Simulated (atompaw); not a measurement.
u(r) = r·R(r): atom against pseudo-atom (bromine)

Columns: radius, all-electron u(r) and pseudo u(r) of the 4p shell (level -8.16 eV) of bromine in the configuration [Ar] 3d10 4s1.5 4p5.5; PBE, scalar-relativistic, PAW (atompaw) scheme, atompaw 4.2.0.5.

```csv
r (bohr),all-electron,pseudo
0.052,0.1446,0.0017
0.104,0.2079,0.0067
0.156,0.1246,0.0151
0.208,-0.0211,0.0269
0.260,-0.1627,0.0421
0.312,-0.2675,0.0607
0.363,-0.3254,0.0821
0.415,-0.3409,0.1068
0.467,-0.3204,0.1341
0.519,-0.2729,0.1637
0.571,-0.2068,0.1953
0.623,-0.1292,0.2286
0.675,-0.0455,0.2633
0.727,0.0399,0.2994
0.779,0.1241,0.3366
0.831,0.2050,0.3747
0.883,0.2811,0.4131
0.935,0.3515,0.4513
0.987,0.4158,0.4884
1.038,0.4726,0.5232
1.090,0.5243,0.5566
1.142,0.5698,0.5880
1.194,0.6094,0.6176
1.246,0.6433,0.6457
1.298,0.6719,0.6722
1.350,0.6956,0.6956
```

Question: How many radial nodes do the two functions have?

Answer: The all-electron 4p function has n − l − 1 = 2; the pseudo-wave has 0, since the states of the same l below it are removed with the core.

Question: Is the pseudo-wave norm-conserving?

Answer: No, it belongs to a PAW set: the norm inside the radius is not constrained, and the difference is carried by the augmentation charge.
